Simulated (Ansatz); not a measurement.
A single point on GaH₇OSi₂, SMILES `[SiH3][O][GaH][SiH3]`.

```yaml
crystal:
  periodic: [false, false, false]
  atoms:
    - {symbol: Si, position_ang: [-1.510562, 1.293422, 0.737020]}
    - {symbol: O, position_ang: [-1.187823, -0.276865, 1.028747]}
    - {symbol: Ga, position_ang: [0.029500, -1.478477, 0.488163]}
    - {symbol: Si, position_ang: [1.663725, -0.651213, -1.079511]}
    - {symbol: H, position_ang: [-2.879607, 1.441848, 0.174582]}
    - {symbol: H, position_ang: [-1.421718, 2.080538, 1.996119]}
    - {symbol: H, position_ang: [-0.538537, 1.867402, -0.242250]}
    - {symbol: H, position_ang: [-0.190805, -2.880316, 1.145454]}
    - {symbol: H, position_ang: [2.427388, 0.471771, -0.471038]}
    - {symbol: H, position_ang: [2.623183, -1.718283, -1.471979]}
    - {symbol: H, position_ang: [0.985257, -0.149825, -2.305285]}
basis:
  gaussian: {orbitals: def2-TZVPP}
hamiltonian: {xc: pbe}
correlation: {method: rpa}
```

```sh
$ ansatz run in.yaml --threads 4 --pin off --events-out ev --progress --plain --max-ram 10444MiB
```

Shortened log:

```
Functional definition: PBE
1531 factors; integrals over basis functions are off by at most 1.1e-3 eV
mean field evaluation 1: about -70269.0427 eV, gradient 7.7e1 eV
mean field evaluation 2: about -70269.0261 eV, gradient 7.7e1 eV
mean field evaluation 4: about -70275.3342 eV, gradient 3.6e1 eV
mean field evaluation 8: about -70278.5292 eV, gradient 5.1e-1 eV
mean field evaluation 16: about -70278.5285 eV, gradient 5.1e-4 eV
mean field -70278.52849770 eV, -2582.6882857928 hartree, gradient 6.5e-6 eV, S^2 0.000000; 0 other end points of the search recorded, 0 dependent functions left out
20 core orbitals not correlated: weight in the atoms' cores, before any rotation towards them, 1.000 or more for the frozen orbitals, at most 0.000 for the correlated occupied ones
reference -70207.95476720 eV, -2580.0947490337 hartree; 17, 17 occupied and 224, 224 virtual orbitals, 1531 factors
Total energy: -70241.81570995 eV, -2581.3391157278 hartree
```

It took 2.8 s on 4 threads of an INTEL XEON PLATINUM 8581C on a shared host, with 0.62 GiB of host memory at the peak.
